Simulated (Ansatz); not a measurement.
```yaml
crystal:
  periodic: [false, false, false]
  atoms:
    - {symbol: C, position_ang: [-0.520790, 0.355505, -0.357317]}
    - {symbol: N, position_ang: [0.065520, 0.665607, 0.077348]}
    - {symbol: C, position_ang: [0.426316, -0.183467, 0.330334]}
    - {symbol: Se, position_ang: [-0.382913, -0.965076, -0.382032]}
    - {symbol: H, position_ang: [-0.978211, 0.767643, -0.659486]}
    - {symbol: H, position_ang: [0.406264, -0.359223, 0.924572]}
    - {symbol: H, position_ang: [1.029953, -0.255438, 0.049963]}
basis:
  gaussian: {orbitals: def2-mTZVPP}
hamiltonian: {xc: {name: PBE-QIDH}}
output: {forces: true}
```

```sh
$ ansatz run in.yaml --threads 2 --pin off --events-out ev --progress --plain --max-ram 4352MiB
```

Shortened log:

```
Functional definition: PBE-QIDH
1027 factors; integrals over basis functions are off by at most 5.9e-4 eV
mean field evaluation 1: about -68819.9206 eV, gradient 1.3e2 eV
mean field evaluation 2: about -68819.9409 eV, gradient 1.3e2 eV
mean field evaluation 4: about -68846.5655 eV, gradient 1.2e1 eV
mean field evaluation 8: about -68846.9463 eV, gradient 3.3e-1 eV
mean field evaluation 16: about -68846.9467 eV, gradient 1.2e-4 eV
mean field -68846.94667789 eV, -2530.0786242758 hartree, gradient 7.8e-6 eV, S^2 0.000000; 0 other end points of the search recorded, 0 dependent functions left out
12 core orbitals not correlated: weight in the atoms' cores, before any rotation towards them, 1.000 or more for the frozen orbitals, at most 0.000 for the correlated occupied ones
reference -68846.94668586 eV, -2530.0786245689 hartree; 16, 16 occupied and 85, 85 virtual orbitals, 1027 factors
second order -20.55481749 eV of doubles, -0.00000000 eV of singles
Total energy: -68853.79829169 eV, -2530.3304164390 hartree
Atom 0 at    -0.520790     0.355505    -0.357317 Å, force  -108.721476   -39.023607   -79.415360 eV/Å
Atom 1 at     0.065520     0.665607     0.077348 Å, force   101.788795   131.505866    80.322266 eV/Å
Atom 2 at     0.426316    -0.183467     0.330334 Å, force    19.833405   -11.361618    -0.404642 eV/Å
Atom 3 at    -0.382913    -0.965076    -0.382032 Å, force   -29.366391   -83.017824   -29.842565 eV/Å
Atom 4 at    -0.978211     0.767643    -0.659486 Å, force   -36.091396    28.803005   -24.399398 eV/Å
Atom 5 at     0.406264    -0.359223     0.924572 Å, force     0.672098   -20.210412    73.090794 eV/Å
Atom 6 at     1.029953    -0.255438     0.049963 Å, force    51.884965    -6.695411   -19.351094 eV/Å
Dipole moment:     0.165912     0.049367     0.122008 e Å
```

In this input the geometry is squeezed to about two thirds of its size. The calculation finished and met its thresholds. The result belongs to that input, not to the molecule as meant.
